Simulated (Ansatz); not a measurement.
`C[Se]CC=N` + `C[O][SnH3]` → `C[O][SnH2][Se]C` + `CC=N`  (formal exchange of groups at the Se–C bond)

Isolated molecules relaxed with PBE0-D4/def2-TZVP in Ansatz; ΔE leaves out vibrations. CCSD(T)/CBS adds triple-zeta CCSD(T) − MP2 to the extrapolated MP2 energy (def2 sets, frozen cores). Functionals use def2-TZVPP. B3LYP here is the variant with VWN-RPA as its local correlation; programs differ in this. def2 core potentials past Kr. For Se, Sn outer-core shells are correlated without core-valence functions, which leaves a few kJ/mol of doubt a bond. Scalar relativity is left out up to krypton. Each species was taken in one conformer, which may not be the lowest.

Question: Is it downhill or uphill in electronic energy at CCSD(T)/CBS, and by how much? (An estimate is asked.)

Answer: The calculation gave: Downhill: ΔE = -125.9 kJ/mol.

Question: What do these levels give: PBE-D4, B3LYP-D4, r2SCAN, PBE0, HF/def2-TZVPP, MP2/def2-TZVPP, CCSD/def2-TZVPP, CCSD(T)/def2-TZVPP, HF/def2-QZVPP, HF/CBS(def2), MP2/CBS(def2), CCSD/CBS(def2)? (An estimate is asked.)

Answer: The calculation gave: PBE-D4 -120.7, B3LYP-D4 -124.3, r2SCAN -123.7, PBE0 -122.2, HF/def2-TZVPP -129.8, MP2/def2-TZVPP -116.9, CCSD/def2-TZVPP -115.5, CCSD(T)/def2-TZVPP -114.1, HF/def2-QZVPP -130.6, HF/CBS(def2) -130.7, MP2/CBS(def2) -128.7, CCSD/CBS(def2) -127.3 kJ/mol.

Largest T1 diagnostic among the species: 0.013.

In def2-TZVPP, CCSD(T) changes the Hartree–Fock value by +15.6 kJ/mol (the triples alone add +1.4 kJ/mol) and MP2 by +12.8 kJ/mol.
